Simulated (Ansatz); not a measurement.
`O[SiH2][SiH2][SeH]` + `O[SiH](O)S` → `O[SiH2]S[SiH](O)O` + `[SiH3][SeH]`  (cleavage of the Si–Si bond)

Gas-phase electronic energies from Ansatz, PBE0-D4/def2-TZVP geometries. CBS: MP2 limit from def2 TZ/QZ plus the TZ coupled-cluster correction, frozen cores. Functionals use def2-TZVPP. For Se outer-core shells are correlated without core-valence functions, which leaves a few kJ/mol of doubt a bond. Scalar relativity is left out up to krypton. Each species was taken in one conformer, which may not be the lowest.

Q: Is it downhill or uphill in electronic energy at CCSD(T)/CBS, and by how much? (An estimate is asked.)

A: The calculation gave: Downhill: ΔE = -83.4 kJ/mol.

Q: What do these levels give: r2SCAN, PBE0, HF/def2-TZVPP, CCSD(T)/def2-TZVPP, HF/def2-QZVPP, MP2/CBS(def2)? (Best estimate.)

A: Computed: r2SCAN -81.7, PBE0 -74.6, HF/def2-TZVPP -86.8, CCSD(T)/def2-TZVPP -82.6, HF/def2-QZVPP -87.3, MP2/CBS(def2) -92.9 kJ/mol.

Largest T1 diagnostic among the species: 0.012.

From PBE to PBE0 (25 % exact exchange), in def2-TZVPP and without D4, ΔE moves by −5.3 kJ/mol. The D4 term adds −3.6 kJ/mol with B3LYP and −1.9 kJ/mol with PBE0; it sums over pairs of atoms, weighted by their polarisabilities, and B3LYP, whose exchange is more repulsive, gets the larger term.

B3LYP here is the variant with VWN-RPA as its local correlation; programs differ in this.
